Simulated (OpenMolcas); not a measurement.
Re+: CASPT2 settings compared

```yaml
Program: OpenMolcas
Basis: ANO-RCC-VDZ [7s6p4d2f]
Scalar_Hamiltonian: DKH3, point nucleus
Active_space: 6 electrons in 6 orbitals (5d 6s)
State_averaging: 2S+1 = 7 even, 1 root; 2S+1 = 5 even, 23 roots kept (CI in the orbitals of an earlier block); 2S+1 = 3 even, 37 roots kept (CI in the orbitals of an earlier block, 24 in the spin-orbit step); 2S+1 = 1 even, 1 root kept (CI in the orbitals of an earlier block)
Spin-orbit_coupling: RASSI with atomic mean-field integrals over the reference wave functions, term energies averaged over their components
```

Methods on the same reference wave functions:
A. CASSCF
B. SS-CASPT2, IPEA 0.3 Eh, sigma2 regulariser 0.5 Eh (closed shells correlated: 5s 5p)
C. SS-CASPT2, IPEA 0.6 Eh, imaginary shift 0.5 Eh (closed shells correlated: 5s 5p)
D. MS-CASPT2, IPEA 0.6 Eh, imaginary shift 0.5 Eh (closed shells correlated: 5s 5p)
E. MS-CASPT2, IPEA 0.3 Eh, sigma2 regulariser 0.5 Eh (closed shells correlated: 5s 5p)
F. XMS-CASPT2, IPEA 0.3 Eh, no level shift (closed shells correlated: 4f 5s 5p)

Energies in eV above 5d5 6s 7S3, the measured ground level; measured values from NIST Handbook of Basic Atomic Spectroscopic Data.

```tsv
Level	A	B	C	D	E	F	Measured
5d5 6s 7S3	0.0000	0.0000	0.0000	0.0000	0.0000	0.0000	0.0000
5d5 6s 5D2 [61 %]	2.6689	2.217	2.269	2.278	2.224	2.145	
5d5 6s 5D3	2.7542	2.322	2.364	2.365	2.323	2.229	
5d5 6s 5D4	2.7579	2.311	2.354	2.327	2.286	2.186	
5d5 6s 5D1	2.7987	2.350	2.395	2.409	2.363	2.270	
5d5 6s 5D0	2.8296	2.369	2.416	2.431	2.382	2.290	
5d5 6s 5S2 [65 %]	3.1486	2.663	2.741	2.745	2.667	2.608	2.1354
5d5 6s 5G2	3.3718	3.207	3.212	3.212	3.207	3.175	2.3366
5d5 6s 5G3	3.3722	3.208	3.213	3.213	3.208	3.176	2.3730
5d5 6s 5G4	3.3726	3.208	3.213	3.213	3.208	3.176	2.5371
5d5 6s 5G5	3.3729	3.209	3.214	3.214	3.209	3.177	2.6007
5d5 6s 5G6	3.3729	3.209	3.214	3.214	3.209	3.177	2.5766
5d5 6s 5P1	3.8414	3.497	3.522	3.517	3.492	3.427
```

Deviations, from unrounded energies. A percentage is the sum of absolute deviations over the sum of measured energies, with the sign that they share, or ± where signs differ.

```json
{"Against measurement": "mean absolute deviation (cm-1)", "Levels": "6", "A": "7300", "B": "5600", "C": "5700", "D": "5700", "E": "5600", "F": "5300"}
{"Against measurement": "other terms of the ground configuration (%)", "Levels": "6", "A": "+37.4", "B": "+28.5", "C": "+29.2", "D": "+29.2", "E": "+28.5", "F": "+27.0"}
```

F lies closest to measurement on these levels and A furthest from it. The largest miss of F in the table is 5d5 6s 5G2, by +6800 cm-1. The ranking rests on the paired levels alone, and a cruder setting can come out closer through cancelling errors.

Among B to F the level of the table that moves most is 5d5 6s 5D4, by 1400 cm-1 (lowest in F, highest in C). Moves below CASPT2's spread within the term are not significant.

The mean deviations of B to F differ by less than CASPT2's widest spread within a term (1100 cm-1), so their order carries little weight.

From A to B the spin-free energies of the other terms of 5d5 6s shown, above 7S, scale by factors of 0.83 to 0.94.

The lowest spin-free term lies below A's lowest term by 0.226 hartree in B, 0.216 hartree in C, 0.216 hartree in D, 0.226 hartree in E, 0.488 hartree in F.

CASPT2 breaks the degeneracy within a term, and the mean is taken; among the terms shown or strongly mixed into the levels shown the widest spread is 1100 cm-1 (5d5 6s 5G, F). Some high roots are left out of the spin-orbit mixing, which shifts the levels that they would mix with. Terms from blocks run as CI alone lack orbitals of their own. No level of 5d4 6s2 was computed, though it lies in the active space. Without dynamic correlation excited terms often stand tens of per cent too high (terms of higher spin than the ground term too low), and those without a measured partner can miss by more than the paired ones (holds for A). Some terms miss by over 15 % even with CASPT2, which points to a basis or an active space too small for the shells correlated (holds for B; C; D; E; F). Measured partners are found by configuration, term and J. A level has none where our copy of the source lacks it or the pairing is in doubt (some pairs that miss far off the trend of their configuration count as doubtful), and it then counts in no deviation. Levels of configurations outside the active space are missing. The table leaves out levels that lie high or whose names do not pair safely across all columns.

A share in square brackets marks a mixed level and gives the weight of the term that names it, the lowest over the columns.
